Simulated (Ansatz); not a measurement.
`CO[Si](C)(F)[SeH]` + `C[NH][InH][OH]` → `C[N](C)[InH][OH]` + `CO[SiH](F)[SeH]`  (substitution at a C–Si bond)

Gas-phase electronic energies from Ansatz, PBE0-D4/def2-TZVP geometries. CCSD(T)/CBS is the MP2 limit (def2-TZVPP, def2-QZVPP) plus CCSD(T) − MP2 in def2-TZVPP, frozen cores. DFT in def2-TZVPP. B3LYP here is the variant with VWN-RPA as its local correlation; programs differ in this. def2 core potentials past Kr. For In, Se outer-core shells are correlated without core-valence functions, which leaves a few kJ/mol of doubt a bond. Scalar relativity is left out up to krypton. One conformer a species, not always the lowest.

```json
{"level": "PBE-D4", "ΔE (kJ/mol)": "77.5", "difference from CCSD(T)/CBS": "-0.9"}
{"level": "r2SCAN-D4", "ΔE (kJ/mol)": "81.6", "difference from CCSD(T)/CBS": "3.2"}
{"level": "PBE0-D4", "ΔE (kJ/mol)": "80.8", "difference from CCSD(T)/CBS": "2.4"}
{"level": "B3LYP-D4", "ΔE (kJ/mol)": "78.0", "difference from CCSD(T)/CBS": "-0.4"}
{"level": "ωB97X-V", "ΔE (kJ/mol)": "78.7", "difference from CCSD(T)/CBS": "0.3"}
{"level": "ωB97M-V", "ΔE (kJ/mol)": "83.1", "difference from CCSD(T)/CBS": "4.7"}
{"level": "B2PLYP", "ΔE (kJ/mol)": "76.8", "difference from CCSD(T)/CBS": "-1.6"}
{"level": "PBE", "ΔE (kJ/mol)": "76.4", "difference from CCSD(T)/CBS": "-2.0"}
{"level": "r2SCAN", "ΔE (kJ/mol)": "81.2", "difference from CCSD(T)/CBS": "2.8"}
{"level": "PBE0", "ΔE (kJ/mol)": "79.7", "difference from CCSD(T)/CBS": "1.3"}
{"level": "B3LYP", "ΔE (kJ/mol)": "76.4", "difference from CCSD(T)/CBS": "-2.0"}
{"level": "HF/def2-TZVPP", "ΔE (kJ/mol)": "78.2", "difference from CCSD(T)/CBS": "-0.2"}
{"level": "MP2/def2-TZVPP", "ΔE (kJ/mol)": "77.5", "difference from CCSD(T)/CBS": "-0.9"}
{"level": "SCS-MP2/def2-TZVPP", "ΔE (kJ/mol)": "74.2", "difference from CCSD(T)/CBS": "-4.2"}
{"level": "CCSD/def2-TZVPP", "ΔE (kJ/mol)": "77.7", "difference from CCSD(T)/CBS": "-0.7"}
{"level": "CCSD(T)/def2-TZVPP", "ΔE (kJ/mol)": "76.8", "difference from CCSD(T)/CBS": "-1.6"}
{"level": "HF/def2-QZVPP", "ΔE (kJ/mol)": "77.7", "difference from CCSD(T)/CBS": "-0.7"}
{"level": "MP2/def2-QZVPP", "ΔE (kJ/mol)": "78.3", "difference from CCSD(T)/CBS": "-0.1"}
{"level": "SCS-MP2/def2-QZVPP", "ΔE (kJ/mol)": "75.2", "difference from CCSD(T)/CBS": "-3.2"}
{"level": "HF/CBS(def2)", "ΔE (kJ/mol)": "77.6", "difference from CCSD(T)/CBS": "-0.8"}
{"level": "MP2/CBS(def2)", "ΔE (kJ/mol)": "79.2", "difference from CCSD(T)/CBS": "0.8"}
{"level": "CCSD/CBS(def2)", "ΔE (kJ/mol)": "79.3", "difference from CCSD(T)/CBS": "0.9"}
{"level": "CCSD(T)/CBS", "ΔE (kJ/mol)": "78.4", "difference from CCSD(T)/CBS": "0"}
```

Largest T1 diagnostic among the species: 0.016.

From PBE to PBE0 (25 % exact exchange), in def2-TZVPP and without D4, ΔE moves by +3.2 kJ/mol.
